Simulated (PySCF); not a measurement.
Si(H)2(F)(OH) (FH3OSi), SMILES O[SiH2]F.

Coordinates come from a B3LYP-D3(BJ)/def2-TZVP optimisation. A frequency run showed that this geometry is not a minimum. One conformer was computed; it need not be the lowest.

All values below come from B3LYP-D3(BJ)/def2-TZVP in PySCF 2.14.0.

Frequencies are harmonic and unscaled.

```json
[
 {"mode": "1", "ν (cm⁻¹)": "278i", "IR (km/mol)": "114.5", "Raman (Å⁴/amu)": "1.1", "depolarisation": "0.75", "moving atoms (share of kinetic energy)": "H 87 %, O 11 %"},
 {"mode": "2", "ν (cm⁻¹)": "300", "IR (km/mol)": "35.2", "Raman (Å⁴/amu)": "1.1", "depolarisation": "0.69", "moving atoms (share of kinetic energy)": "F 36 %, O 27 %, Si 20 %, H 16 %"},
 {"mode": "3", "ν (cm⁻¹)": "707", "IR (km/mol)": "114.2", "Raman (Å⁴/amu)": "4.8", "depolarisation": "0.75", "moving atoms (share of kinetic energy)": "H 74 %, Si 17 %"},
 {"mode": "4", "ν (cm⁻¹)": "731", "IR (km/mol)": "107.6", "Raman (Å⁴/amu)": "1.9", "depolarisation": "0.10", "moving atoms (share of kinetic energy)": "H 62 %, O 29 %"},
 {"mode": "5", "ν (cm⁻¹)": "735", "IR (km/mol)": "6.7", "Raman (Å⁴/amu)": "9.5", "depolarisation": "0.75", "moving atoms (share of kinetic energy)": "H 94 %"},
 {"mode": "6", "ν (cm⁻¹)": "857", "IR (km/mol)": "54.7", "Raman (Å⁴/amu)": "3.9", "depolarisation": "0.31", "moving atoms (share of kinetic energy)": "F 50 %, H 25 %, Si 23 %"},
 {"mode": "7", "ν (cm⁻¹)": "930", "IR (km/mol)": "17.0", "Raman (Å⁴/amu)": "7.1", "depolarisation": "0.48", "moving atoms (share of kinetic energy)": "O 40 %, H 37 %, Si 21 %"},
 {"mode": "8", "ν (cm⁻¹)": "965", "IR (km/mol)": "329.7", "Raman (Å⁴/amu)": "2.0", "depolarisation": "0.72", "moving atoms (share of kinetic energy)": "H 59 %, Si 30 %"},
 {"mode": "9", "ν (cm⁻¹)": "1011", "IR (km/mol)": "142.4", "Raman (Å⁴/amu)": "8.1", "depolarisation": "0.74", "moving atoms (share of kinetic energy)": "H 90 %, Si 9 %"},
 {"mode": "10", "ν (cm⁻¹)": "2269", "IR (km/mol)": "173.5", "Raman (Å⁴/amu)": "46.0", "depolarisation": "0.75", "moving atoms (share of kinetic energy)": "H 95 %"},
 {"mode": "11", "ν (cm⁻¹)": "2269", "IR (km/mol)": "76.9", "Raman (Å⁴/amu)": "188.6", "depolarisation": "0.08", "moving atoms (share of kinetic energy)": "H 98 %"},
 {"mode": "12", "ν (cm⁻¹)": "3887", "IR (km/mol)": "121.1", "Raman (Å⁴/amu)": "75.0", "depolarisation": "0.23", "moving atoms (share of kinetic energy)": "H 94 %"}
]
```
